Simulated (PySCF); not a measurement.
SbS: a composite coupled-cluster calculation

State: ²Π, doublet, unpaired electrons π ↑. De refers to Sb + S. ROHF-based CCSD(T) in PySCF 2.14 with Sb cc-pwCVDZ-PP with ECP28, S aug-cc-pV(D+d)Z and Sb cc-pwCVTZ-PP with ECP28, S aug-cc-pV(T+d)Z (frozen core orbitals: 9; scalar-relativistic core potentials). Correlation energies are extrapolated as n⁻³ (n = 2, 3), Hartree–Fock as (n+1)·exp(−9√n).

| Level | Re (Å) | ωe (cm⁻¹) | ωexe (cm⁻¹) | αe (cm⁻¹) | De (eV) |
| --- | --- | --- | --- | --- | --- |
| CCSD(T)/DZ | 2.2545 | 452.5 | 1.71 | 0.000576 | 2.850 |
| CCSD(T)/TZ | 2.2262 | 477.8 | 1.60 | 0.000541 | 3.303 |
| HF/CBS | 2.1823 | 546.1 | 1.23 | 0.000441 | 1.017 |
| MP2/CBS | 2.2027 | 504.1 | 1.27 | 0.000492 | 3.510 |
| CCSD/CBS | 2.2009 | 511.0 | 1.38 | 0.000485 | 3.058 |
| CCSD(T)/CBS | 2.2197 | 484.3 | 1.55 | 0.000531 | 3.445 |

Task: How much is left between CCSD(T)/TZ and the basis-set limit, and how much do the triples give at the limit?

Result: CCSD(T)/CBS less CCSD(T)/TZ: -6.5 mÅ in Re, +6.5 cm⁻¹ in ωe and +0.142 eV in De. CCSD(T)/CBS less CCSD/CBS: +18.8 mÅ in Re, -26.7 cm⁻¹ in ωe and +0.387 eV in De.

The T1 diagnostic is 0.027. The state was picked by a PBE0 search and need not be the measured ground state. Spin–orbit coupling, excitations beyond (T) and corrections to the Born–Oppenheimer picture are left out, and spin–orbit coupling matters for open p, d or f shells this heavy.

The whole job (state search and all basis sets along the bond) took about 18 min on 4 threads of Intel Xeon 6975P-C (shared host), peak memory 13 GiB.
